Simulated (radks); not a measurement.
Spherical quantum dot in the effective-mass picture: electrons in a hard-walled sphere of radius 1.84, with a point charge +1 (a donor) at the centre, all in effective atomic units (hartree* = m*/eps^2 hartree, bohr* = eps/m* bohr), one dielectric constant everywhere. Method: non-relativistic Kohn-Sham, PBE, spin-polarised, spherical densities; computed with a radial shooting solver with Libxc functionals. Levels are named by radial order and angular momentum (1s, 1p, 1d, 2s, ...), and open shells are averaged over m.

N = 27, configuration 1s2 1p6 1d10 2s2 1f(up 7, down 0). This is the lowest configuration that the search found. Occupied and some empty levels:

level,occupation,eigenvalue (hartree*),<r> (bohr*)
1s up,1,20.105,1.129
1s down,1,20.247,1.116
1p up,3,21.085,1.229
1p down,3,21.253,1.224
1d up,5,22.570,1.288
1d down,5,22.752,1.286
2s up,1,24.299,0.8026
2s down,1,24.359,0.8086
1f up,7,24.524,1.333
1f down,0,24.715,1.331
1g up,0,26.911,1.369
1g down,0,27.107,1.368
2p up,0,27.437,0.9550
2p down,0,27.515,0.9548
2d up,0,30.693,1.046
2d down,0,30.793,1.044

Energy (hartree*): total 355.709, kinetic 139.22, external -24.635, Hartree 266.31, exchange-correlation -25.183.

Electron density:

r (bohr*),n(r) (e/bohr*^3)
0.0968,2.915
0.234,2.141
0.372,1.549
0.509,1.151
0.647,0.9701
0.784,1.016
0.922,1.262
1.06,1.611
1.20,1.878
1.33,1.841
1.47,1.386
1.61,0.6745
1.75,0.1164
